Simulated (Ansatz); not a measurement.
A nudged elastic band was laid between two geometries of F3HSi + H2N (8 atoms, charge 0, multiplicity 2).

Level of theory: UKS CAM-B3LYP-D4/STO-3G in Ansatz.

```json
{
 "movable images": "5",
 "climbing image": "yes",
 "spring": "5.0 eV/Å²",
 "optimiser": "quadratic models (default)",
 "start path": "through a guess of the saddle point",
 "force threshold": "0.05 eV/Å",
 "iteration limit": "60",
 "end points": "relaxed"
}
```

Image 0:

```xyz
8
Properties=species:S:1:pos:R:3
H -0.272 -0.046 0.083
Si 0.403 -0.478 -1.139
F 1.637 0.512 -1.509
F 1.017 -1.973 -0.987
F -0.601 -0.494 -2.414
N -1.081 0.594 1.769
H -0.775 1.634 1.728
H -0.328 0.251 2.469
```

Image 6:

```xyz
8
Properties=species:S:1:pos:R:3
H -0.600 0.207 0.760
Si 0.404 -0.505 -1.186
F 1.664 0.466 -1.586
F 1.084 -1.995 -1.125
F -0.488 -0.550 -2.560
N -1.005 0.571 1.678
H -0.755 1.597 1.636
H -0.305 0.210 2.383
```

Question: Which bonds break or form, and what moves?

Answer: Bonds broken: H1–Si2. Bonds formed: H1–N6. F3HSi + H2N becomes F3Si + H3N.

Question: What energy profile does the band end with?

Answer: The run converged. The highest image is number 2 of 0 to 6, 2.3 kJ/mol above the first end and 54.0 kJ/mol above the last; the last end lies 51.8 kJ/mol below the first. A vibrational analysis at the climbing image gives one clearly imaginary mode, 300i cm⁻¹, and a faint second one (38i cm⁻¹) that may be numerical noise or a soft torsion: probably a first-order saddle point. Limits of this set-up: minimal basis.

```csv
image,path coordinate (Å),energy (kJ/mol),H1–Si2 (Å),H1–N6 (Å)
0,0.00,0.0,1.46,1.98
1,0.28,0.5,1.47,1.82
2,0.57,2.3,1.52,1.56
3,0.83,-19.0,1.74,1.23
4,1.08,-45.8,2.00,1.09
5,1.34,-50.9,2.18,1.07
6,1.59,-51.8,2.30,1.07
```

Question: What is the geometry of the highest image?

Answer: 
```xyz
8
Properties=species:S:1:pos:R:3:forces:R:3
H -0.408 0.000 0.238 0.01 -0.01 -0.02
Si 0.342 -0.430 -1.016 -0.02 0.01 0.04
F 1.572 0.579 -1.354 0.01 0.00 -0.01
F 0.990 -1.914 -0.867 0.00 -0.01 -0.01
F -0.608 -0.463 -2.334 0.00 0.00 -0.01
N -1.003 0.528 1.584 0.00 -0.01 -0.02
H -0.652 1.546 1.508 0.00 0.01 0.01
H -0.232 0.154 2.241 0.00 0.00 0.01
```

The band took 8 iterations and of the order of 120 core-seconds.

The run took 120 s on 1 thread of Arm Neoverse V1, with other jobs on the host, peak memory 0.14 GiB.
